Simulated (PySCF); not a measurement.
C2H7FOSi2, SMILES C=C[Si@H](F)[SiH2]O.

Geometry optimised at ωB97X-D3(BJ)/def2-SVP. The structure was generated by enumeration; whether it is a known compound was not checked. One conformer was computed; it need not be the lowest.

Two levels are set side by side: TDA-PBE/def2-SVPD (PySCF) and TDA-M06-2X/def2-SVPD (PySCF). Vertical, same geometry. The lowest singlet is HOMO→LUMO 88 % with PBE and HOMO→LUMO 83 % with the other functional; states are paired by order. Differences are taken from unrounded values.

```
quantity                               TDA-PBE
-------------------------------------  -------
lowest singlet excitation (eV)            4.87
lowest triplet excitation (TDA) (eV)      4.02
first bright state (f over 0.05) (eV)     4.87
its oscillator strength                   0.08
```

**Question.** These are the TDA-PBE values. What does TDA-M06-2X give? (The exact figures need the calculation; the answer reports its results.)

**Answer.** 
```
quantity                               TDA-M06-2X  TDA-PBE minus TDA-M06-2X
-------------------------------------  ----------  ------------------------
lowest singlet excitation (eV)               5.63                     -0.76
lowest triplet excitation (TDA) (eV)         4.47                     -0.45
first bright state (f over 0.05) (eV)        5.63                     -0.76
its oscillator strength                      0.05                      0.03
```

Functionals without exact exchange tend to place singlet excitations lower, as here. Differences between two approximate levels are no errors against the true value.

Rough cost on one machine, each run with all the roots and properties that it gave: TDA-M06-2X against TDA-PBE about 8 times.
